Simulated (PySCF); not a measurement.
Quadrupolar nuclei of `C=C[Si@H](Cl)/C(F)=C/[SiH3]` in NMR

Species: C4H8ClFSi2.
SMILES with atom numbers: `[CH2:1]=[CH:2][Si@H:3]([Cl:4])/[C:5]([F:6])=[CH:7]/[SiH3:8]` (hydrogens: H9, H10 on C1; H11 on C2; H12 on Si3; H13 on C7; H14, H15, H16 on Si8)

Structure used (GFN2-xTB), in Å, numbered top down from 1:
```xyz
16
C4H8ClFSi2 angstrom
C     -3.2725   -0.5607    0.8905
C     -2.3502   -0.6206   -0.0584
Si    -1.1986    0.7924   -0.5323
Cl    -1.0726    0.9013   -2.5511
C      0.5525    0.4101    0.1072
F      0.6141    0.3814    1.4715
C      1.6614    0.1686   -0.5817
Si     3.3594   -0.2127    0.1466
H     -3.9029   -1.4012    1.1361
H     -3.4366    0.3337    1.4686
H     -2.2326   -1.5521   -0.6025
H     -1.6460    2.0800   -0.0054
H      1.5625    0.2049   -1.6569
H      3.9057   -1.3455   -0.6067
H      3.2463   -0.5418    1.5634
H      4.2026    0.9711   -0.0460
```

Computed at PBE0/pcSseg-1 (PySCF, non-relativistic):

```
atom             environment  nucleus  spin I    Q (b)  CQ = χzz (MHz)      η
 Cl4  silicon-bound chlorine     35Cl     3/2  -0.0817         -40.760  0.035
```

**Question.** PQ = |CQ|√(1 + η²/3), νQ = 3|CQ|/[2I(2I − 1)], ν0 = |g|·7.62259 MHz/T·B with g(35Cl) = 0.54792: values at 14.1 T?

**Answer.** 
```tsv
atom	PQ (MHz)	νQ (MHz)	ν0 (MHz)	νQ/ν0
Cl4	40.77	20.38	58.89	0.346
```

For Cl4: PQ = 40.76 × 1.0002, νQ = 40.76 × 0.5000, ν0 = 4.1765 MHz/T × 14.1 T.

For Cl4 νQ isn't small against ν0, so the high-field expansions of solid-state NMR fail there at this field.

**Question.** Quadrupolar 1/T1 and linewidth for τc = 1.5 ps (extreme narrowing, isotropic tumbling)?

**Answer.** 1/T1 = 1/T2 = (3π²/10)(2I + 3)/[I²(2I − 1)] × PQ² × τc; the width is 1/(πT2).

```csv
site,spin factor (2I + 3)/[I²(2I − 1)],1/T1 (s⁻¹),T1 (ms),linewidth (Hz)
35Cl at Cl4,1.333,9840,0.102,3130
```

Solvent, lattice and vibrations would change these gradients. Isolated species at its GFN2-xTB geometry (one conformer only). GFN2-xTB bond lengths can be off by several hundredths of an ångström, more for odd bonds, and the gradients follow them. A larger basis could move these couplings by a tenth or more.

The run behind these numbers computed NMR shieldings as well. Hardware: an Arm Neoverse N1 with one thread, shared host with 64 logical CPUs at a one-minute load of 47. Cost: 54 s, 0.88 GiB resident at most.
